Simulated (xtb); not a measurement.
xtb input (GFN2-xTB):

```bash
xtb mol.xyz --gfn 2 --sp --chrg -1 --uhf 0
```
mol.xyz:
```
9

O      2.17259498     0.54600707    -0.79189138
C      0.85029820     0.74060628    -0.44177705
C      0.05683396     1.78557940    -0.54995134
C     -1.27774738     1.48426879    -0.10670712
C     -1.57729462     0.23867600     0.36598309
Se    -0.10643127    -0.93708762     0.30291062
H      2.52055848    -0.13996869    -0.21184077
H     -2.06699749     2.23582012    -0.11600120
H     -2.52819879    -0.09771185     0.75872678
```

End of the output:

```
         :::::::::::::::::::::::::::::::::::::::::::::::::::::
         ::                     SUMMARY                     ::
         :::::::::::::::::::::::::::::::::::::::::::::::::::::
         :: total energy             -17.441726892700 Eh    ::
         :: gradient norm              0.054404305272 Eh/a0 ::
         :: HOMO-LUMO gap              2.521162914279 eV    ::
         ::.................................................::
         :: SCC energy               -17.629297428199 Eh    ::
         :: -> isotropic ES            0.124747828461 Eh    ::
         :: -> anisotropic ES          0.003963294799 Eh    ::
         :: -> anisotropic XC          0.003290583525 Eh    ::
         :: -> dispersion             -0.007654551815 Eh    ::
         :: repulsion energy           0.187570535500 Eh    ::
         :: add. restraining           0.000000000000 Eh    ::
         :: total charge              -1.000000000000 e     ::
         :::::::::::::::::::::::::::::::::::::::::::::::::::::

           -------------------------------------------------
          |                Property Printout                |
           -------------------------------------------------

    * Orbital Energies and Occupations

         #    Occupation            Energy/Eh            Energy/eV
      -------------------------------------------------------------
         1        2.0000           -0.5592544             -15.2181
       ...           ...                  ...                  ...
         4        2.0000           -0.4296160             -11.6904
         5        2.0000           -0.3944577             -10.7337
         6        2.0000           -0.3756783             -10.2227
         7        2.0000           -0.3601784              -9.8010
         8        2.0000           -0.3317816              -9.0282
         9        2.0000           -0.3184201              -8.6647
        10        2.0000           -0.2789169              -7.5897
        11        2.0000           -0.2586269              -7.0376
        12        2.0000           -0.2517297              -6.8499
        13        2.0000           -0.2430572              -6.6139
        14        2.0000           -0.1942437              -5.2856
        15        2.0000           -0.1715516              -4.6682
        16        2.0000           -0.1447855              -3.9398 (HOMO)
        17                         -0.0521345              -1.4187 (LUMO)
        18                         -0.0399392              -1.0868
        19                          0.0474450               1.2910
        20                          0.0556625               1.5147
        21                          0.1774011               4.8273
        22                          0.2217743               6.0348
        23                          0.2448527               6.6628
        24                          0.2937622               7.9937
        25                          0.3186200               8.6701
        26                          0.3620336               9.8514
        27                          0.4159394              11.3183
       ...                                ...                  ...
        32                          0.8829062              24.0251
      -------------------------------------------------------------
                  HL-Gap            0.0926510 Eh            2.5212 eV
             Fermi-level           -0.0984600 Eh           -2.6792 eV

     #   Z          covCN         q      C6AA      α(0)
     1   8 O        1.659    -0.436    21.556     6.268
     2   6 C        2.839     0.149    24.752     8.153
     3   6 C        2.017    -0.255    38.654    10.041
     4   6 C        3.087    -0.026    28.557     8.760
     5   6 C        2.893     0.011    27.765     8.639
     6  34 Se       2.094    -0.654   258.947    28.040
     7   1 H        0.805     0.279     0.789     1.395
     8   1 H        0.925    -0.041     3.872     3.077
     9   1 H        0.925    -0.027     3.571     2.955

 Mol. C6AA /au·bohr⁶  :       2223.571968
 Mol. C8AA /au·bohr⁸  :      83888.638109
 Mol. α(0) /au        :         77.328142

Wiberg/Mayer (AO) data.
largest (>0.10) Wiberg bond orders for each atom

 ---------------------------------------------------------------------------
     #   Z sym  total        # sym  WBO       # sym  WBO       # sym  WBO
 ---------------------------------------------------------------------------
     1   8 O    2.066 --     2 C    1.016     7 H    0.900
     2   6 C    3.834 --     3 C    1.931     1 O    1.016     6 Se   0.717
                             5 C    0.125
     3   6 C    3.519 --     2 C    1.931     4 C    1.180     6 Se   0.274
     4   6 C    3.975 --     5 C    1.667     3 C    1.180     8 H    0.960
                             6 Se   0.125
     5   6 C    3.934 --     4 C    1.667     6 Se   1.126     9 H    0.959
                             2 C    0.125
     6  34 Se   2.328 --     5 C    1.126     2 C    0.717     3 C    0.274
                             4 C    0.125
     7   1 H    0.922 --     1 O    0.900
     8   1 H    0.998 --     4 C    0.960
     9   1 H    0.999 --     5 C    0.959
 ---------------------------------------------------------------------------

Topologies differ in total number of bonds
Writing topology from bond orders to xtbtopo.mol

molecular dipole:
                 x           y           z       tot (Debye)
 q only:        0.199      -0.251       0.290
   full:       -0.086      -0.537       0.500       1.877
molecular quadrupole (traceless):
                xx          xy          yy          xz          yz          zz
 q only:        1.740      -2.063      -4.370       3.247       3.222       2.630
  q+dip:        5.491      -4.516      -7.407       3.611       4.686       1.916
   full:        5.495      -4.546      -8.003       3.864       4.988       2.509

           -------------------------------------------------
          | TOTAL ENERGY              -17.441726892700 Eh   |
          | GRADIENT NORM               0.054404305272 Eh/α |
          | HOMO-LUMO GAP               2.521162914279 eV   |
           -------------------------------------------------
Note: The following floating-point exceptions are signalling: IEEE_UNDERFLOW_FLAG IEEE_DENORMAL
normal termination of xtb

------------------------------------------------------------------------
------------------------------------------------------------------------
 total:
 SCF:
```

It need not be the lowest isomer of its formula. Whether it binds its extra electron was not tested at this geometry.
